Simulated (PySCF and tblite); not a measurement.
The numbers below are computed, except where a source is named.
Stationary points of C5H9NO at GFN2-xTB, in Å:

Structure A

```
 1 C     2.201    0.439   -0.451
 2 C     0.875    0.491   -0.506
 3 N     0.005   -0.261    0.267
 4 C     0.576   -1.191    1.221
 5 C    -1.363   -0.186    0.192
 6 C    -1.954    0.786   -0.804
 7 O    -2.068   -0.875    0.899
 8 H     2.748   -0.205    0.211
 9 H     2.787    1.067   -1.097
10 H     0.400    1.165   -1.200
11 H    -0.246   -1.690    1.730
12 H     1.189   -1.932    0.706
13 H     1.186   -0.657    1.951
14 H    -1.650    1.807   -0.581
15 H    -3.036    0.717   -0.729
16 H    -1.656    0.533   -1.820
```

Structure B

```
 1 C     1.751    0.395   -1.046
 2 C     0.940    0.697   -0.049
 3 N     0.022   -0.229    0.502
 4 C     0.520   -1.045    1.589
 5 C    -1.277   -0.320    0.118
 6 C    -1.670    0.620   -1.000
 7 O    -2.050   -1.101    0.634
 8 H     1.731   -0.576   -1.512
 9 H     2.459    1.107   -1.431
10 H     0.964    1.673    0.428
11 H    -0.302   -1.672    1.930
12 H     1.345   -1.673    1.247
13 H     0.868   -0.416    2.412
14 H    -1.447    1.649   -0.728
15 H    -2.735    0.515   -1.187
16 H    -1.120    0.375   -1.906
```

Structure C

```
 1 C     1.477    0.722   -1.211
 2 C     1.141    0.521    0.055
 3 N     0.102   -0.264    0.552
 4 C     0.405   -0.951    1.795
 5 C    -1.156   -0.414    0.030
 6 C    -1.538    0.455   -1.143
 7 O    -1.949   -1.187    0.531
 8 H     0.958    0.277   -2.039
 9 H     2.314    1.352   -1.452
10 H     1.746    0.955    0.845
11 H    -0.489   -1.485    2.110
12 H     1.219   -1.663    1.649
13 H     0.692   -0.232    2.564
14 H    -1.025    1.412   -1.126
15 H    -2.614    0.605   -1.103
16 H    -1.310   -0.060   -2.073
```

Geometries: GFN2-xTB; energies: PBE0/pcSseg-1 + D3(BJ); zero-point and thermal terms from GFN2-xTB harmonic modes (soft modes blended into free rotors).

Task: Which structure is a saddle point, and along which motion?

Result: B: one imaginary mode (114i cm⁻¹ at GFN2-xTB, mostly on C1, H8, H10), along the rotation about the C2–N3 bond (torsion C1–C2–N3–C4 from 0° to 144°, rising).

Task: Give their symmetry and energies above the lowest.

Result: A Cs, 0.0 kcal/mol; B C1, 7.1 kcal/mol; C C1, 5.0 kcal/mol.
